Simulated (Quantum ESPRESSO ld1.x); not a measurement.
Problem. The mean radii <r> (bohr) of the occupied orbitals of an atom or ion are listed with their occupations. Calculated with ld1.x of Quantum ESPRESSO 7.5: scalar-relativistic Kohn-Sham, LDA (Slater exchange, Perdew-Zunger correlation), spin-polarised, spherical densities, point nucleus.

orbital  occ.      <r>
1s          2  0.02908
2s          2   0.1256
2p          6   0.1096
3s          2   0.3399
3p          6   0.3381
3d         10   0.3148
4s          2   0.8183
4p          6   0.8858
4d         10    1.101
5s          2    2.384
5p          2    3.221

Name the element and its charge.

Solution. Z = 50, tin, charge 0: Sn in [Kr] 4d10 5s2 5p(up 1, down 1). The 1s radius gives Z: for a bare nucleus <r> = (2 gamma + 1)/(2Z) with gamma = sqrt(1 - (Z/c)^2), 0.02862 bohr for Z = 50, and screening makes it slightly larger (0.02908 here). The occupations add up to 50, and the charge is Z minus that.
